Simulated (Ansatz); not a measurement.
`[SeH][SiH2][SeH]` + CH₃OH → `CO[SiH2][SeH]` + H₂Se  (ligand exchange at the Si–Se bond)

Isolated molecules relaxed with PBE0-D4/def2-TZVP in Ansatz; ΔE leaves out vibrations. CCSD(T)/CBS adds triple-zeta CCSD(T) − MP2 to the extrapolated MP2 energy (def2 sets, frozen cores). This one scheme is used for every species. For Se outer-core shells are correlated without core-valence functions, which leaves a few kJ/mol of doubt a bond. Scalar relativity is left out up to krypton. One conformer a species, not always the lowest.

`[SeH][SiH2][SeH]`:

Cartesian coordinates in Å:
```
Se 1.639 -0.564 -0.977
Si 0.034 -0.289 0.609
Se -1.695 1.043 -0.030
H 0.678 -1.050 -1.976
H -0.628 -1.564 0.975
H 0.779 0.262 1.766
H -0.807 2.163 -0.367
```

CH₃OH:

Z-matrix (Å, degrees):
```
C
O 1 1.409
H 1 1.097 2 112.4
H 1 1.090 2 107.0 3 -118.5
H 1 1.097 2 112.4 3 123.0
H 2 0.959 1 108.5 3 -61.6
```

`CO[SiH2][SeH]`:

```xyz
10

C    -1.084    0.220   -1.289
O    -0.153   -0.513   -0.523
Si    0.308   -0.049    0.980
Se    2.043   -1.319    1.679
H    -2.094    0.136   -0.874
H    -0.815    1.281   -1.346
H    -1.089   -0.191   -2.300
H     0.674    1.392    0.950
H    -0.766   -0.276    1.982
H     2.978   -0.683    0.741
```

H₂Se:

```xyz
3

Se   -0.539    0.338   -0.252
H     0.829    0.093   -0.720
H    -0.290   -0.430    0.972
```

| species | HF/CBS(def2) energy (Eh) |
| --- | --- |
| `[SeH][SiH2][SeH]` | -5091.13392 |
| CH₃OH | -115.10180 |
| `CO[SiH2][SeH]` | -2805.19346 |
| H₂Se | -2401.05864 |

Task: Work out ΔE.

Result: ΔE = (-2805.19346) + (-2401.05864) − (-5091.13392) − (-115.10180) = -0.01638 Eh = -43.0 kJ/mol. CCSD(T)/CBS gives -25.7 kJ/mol.

Largest T1 diagnostic among the species: 0.010.

Leaving LDA and LC-ωPBE aside and taking each functional with its dispersion term where it has one, the values, not all of them listed here, spread over 22.2 kJ/mol, from CAM-B3LYP-D4 to PBE-D4. LDA lies −7.4 kJ/mol from PBE without D4. From BLYP to BHLYP (50 % exact exchange), in def2-TZVPP and without D4, ΔE moves by −5.7 kJ/mol. In def2-TZVPP, CCSD(T) changes the Hartree–Fock value by +10.2 kJ/mol (the triples alone add +1.9 kJ/mol) and MP2 by +13.8 kJ/mol.
